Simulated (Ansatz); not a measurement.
`[Cl][GeH2][GeH2][Cl]` + HBr → `[Cl][GeH2][Br]` + `[Cl][GeH3]` at 298.15 K and 1 bar (cleavage of the Ge–Ge bond).

Computed with Ansatz on PBE0-D4/def2-TZVP structures; ΔE is electronic, products minus reactants. CCSD(T)/CBS is the MP2 limit (def2-TZVPP, def2-QZVPP) plus CCSD(T) − MP2 in def2-TZVPP, frozen cores. For Br, Ge outer-core shells are correlated without core-valence functions, which leaves a few kJ/mol of doubt a bond. Scalar relativity is left out up to krypton. Each species was taken in one conformer, which may not be the lowest.

| species | CCSD(T)/CBS energy (Eh) | H − E (kJ/mol) | S (J/(mol·K)) |
| --- | --- | --- | --- |
| `[Cl][GeH2][GeH2][Cl]` | -5074.26693 | 113.2 | 379.9 |
| HBr | -2573.91920 | 24.6 | 198.6 |
| `[Cl][GeH2][Br]` | -5110.48619 | 62.8 | 318.3 |
| `[Cl][GeH3]` | -2537.71925 | 76.4 | 263.9 |

H − E and S are ideal-gas, rigid-rotor, harmonic terms from PBE0-D4/def2-TZVP, for one conformer and one mirror image of each species. 1 Eh = 2625.50 kJ/mol, R = 8.31446 J/(mol·K).

Task: By hand: ΔE, ΔH, ΔS and ΔG.

Result: ΔE = (-5110.48619) + (-2537.71925) − (-5074.26693) − (-2573.91920) = -0.01931 Eh = -50.7 kJ/mol. Δ(H − E) = 62.8 + 76.4 − 113.2 − 24.6 = 1.4, so ΔH = -49.3 kJ/mol. ΔS = 318.3 + 263.9 − 379.9 − 198.6 = 3.7 J/(mol·K). ΔG = -49.3 − 298.15 × (3.7)/1000 = -50.4 kJ/mol.

Task: By hand: the equilibrium constant, and the temperature at which ΔG would vanish if ΔH and ΔS stayed fixed.

Result: log₁₀ K = −ΔG/(RT ln 10) = 8.8. ΔH and −TΔS have one sign here, so there is no such temperature. One of them is within its doubt of zero, so this could turn.

The number of gas molecules stays the same, so ΔS is small and ΔH decides. A doubt of 5 kJ/mol in ΔE shifts log₁₀ K by 0.9 here. Other conformers and mirror images would add mixing entropy, several J/(mol·K) or more a flexible species. Modes under 60 cm⁻¹, often nearly free rotors, make the harmonic entropy too high. These are equilibria of isolated gas molecules and say nothing of rates. Largest T1 diagnostic: 0.010 (customary marks: 0.02 for closed shells, 0.045 for open ones).
